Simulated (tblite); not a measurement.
C₅H₈F₄O₂.
Numbering: `[CH3:1][CH2:2][O:3][C@@H:4]([O:5][CH2:6][F:7])[C:8]([F:9])([F:10])[F:11]` (hydrogens: H12, H13, H14 on C1; H15, H16 on C2; H17 on C4; H18, H19 on C6)

Geometry (GFN2-xTB, Å), atoms numbered from 1 in this order:
```xyz
19
C5H8F4O2 angstrom
C      2.861   -0.748   -0.039
C      1.364   -0.829   -0.268
O      0.816    0.473   -0.031
C     -0.529    0.571   -0.253
O     -1.271   -0.159    0.709
C     -2.349   -0.874    0.245
F     -1.936   -1.894   -0.576
C     -0.894    2.065   -0.129
F     -2.220    2.235   -0.281
F     -0.565    2.586    1.045
F     -0.305    2.793   -1.081
H      3.062   -0.461    0.989
H      3.297   -0.003   -0.698
H      3.315   -1.715   -0.238
H      1.138   -1.128   -1.301
H      0.901   -1.548    0.416
H     -0.810    0.241   -1.274
H     -3.057   -0.271   -0.344
H     -2.830   -1.325    1.118
```

Method: GFN2-xTB as coded in tblite; computed harmonic values from a numerical Hessian at the method's own geometry, unscaled. Against measured fundamentals such values can be off by several per cent, at times by over 20. One conformer, not necessarily the lowest.

Harmonic wavenumbers (cm⁻¹): 28.8, 36.9, 57.9, 85.4, 91.8, 117.3, 187.9, 200.5, 256.3, 263.3, 324.5, 349.9, 399.1, 462.5, 508.9, 535.9, 600.5, 653.0, 836.8, 846.2, 920.7, 954.7, 983.2, 1066.2, 1080.3, 1090.6, 1091.5, 1112.2, 1123.8, 1142.3, 1161.6, 1197.7, 1227.0, 1246.1, 1267.8, 1315.1, 1323.5, 1342.9, 1398.9, 1423.0, 1467.3, 1475.9, 1488.8, 2800.0, 2883.5, 2892.0, 2929.3, 2969.7, 3054.0, 3058.3, 3062.9.

A = 1122, B = 906.3, C = 577.9 MHz; mass 176.046 u (most abundant isotopes); point group C1, symmetry number 1.

Problem. What is the zero-point energy?

Solution. ½Σν̃ = 29197 cm⁻¹ = 349.28 kJ/mol.

Problem. Entropy at 298.15 K, 1 bar (ideal gas, RRHO, classical rotation)?

Solution. Translation 173.34, rotation 128.37, vibration 174.74: S = 476.5 J/(mol K).

Problem. And Cp and H(298.15 K) − H(0)?

Solution. Cp = 182.15 J/(mol K), of which vibrations give 148.89 (their classical limit is 51 R = 424.0); H(298.15 K) − H(0) = 34.77 kJ/mol without the zero-point energy, 24.86 from vibrations.

Problem. Blend soft modes into free rotors: weight 1/[1 + (100 cm⁻¹/ν̃)⁴] for the oscillator and the rest for a rotor with moment μB/(μ + B), μ = h/(8π²ν), B = 10⁻⁴⁴ kg m². What vibrational entropy results?

Solution. 152.19 J/(mol K) in place of 174.74, which changes −T·S at 298.15 K by +6.72 kJ/mol.

Problem. Which modes carry the vibrational entropy at 298.15 K?

Solution. 28.8 cm⁻¹: 24.73; 36.9 cm⁻¹: 22.67; 57.9 cm⁻¹: 18.94; 85.4 cm⁻¹: 15.74; 91.8 cm⁻¹: 15.15; 117.3 cm⁻¹: 13.16 J/(mol K); the other 45 give 64.34 together.

Problem. What must be added to the electronic energy to get the Gibbs energy at 298.15 K and 1 bar?

Solution. ZPE + [H(298.15 K) − H(0)] − T·S = 349.28 + 34.77 − 142.05 = 242.00 kJ/mol.

Hindered rotation and anharmonicity are outside this model. Other conformers, if any are populated, would add a mixing term that is left out. The structure is chiral; the term R ln 2 for an equal mix with its mirror image is left out.

Time: 2.3 s of wall time. Hardware: AMD EPYC, one thread, shared host with 64 logical CPUs at a one-minute load of 58. This covers the Hessian and the dipole derivatives.
